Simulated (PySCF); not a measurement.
Cartesian coordinates (Å):
SMILES: [SnH4]
```xyz
5

Sn     0.0002    -0.0001    -0.0001
H      1.3353    -1.0626    -0.1059
H      0.5402     1.6145    -0.1542
H     -1.1078    -0.3517    -1.2537
H     -0.7679    -0.2001     1.5140
```
Charge 0, spin multiplicity 1.

Problem. Predict the HOMO, HOMO–LUMO gap, dipole moment, total energy and LUMO from PySCF 2.14.0 with r2SCAN-D4/def2-TZVP // r2SCAN-D4/def2-SVP.

Solution. 
The HOMO is -8.25 eV, the HOMO–LUMO gap comes out as 8.29 eV and the dipole moment is 0.00 D. The total energy is -216.7416 Ha. The LUMO is 0.05 eV.
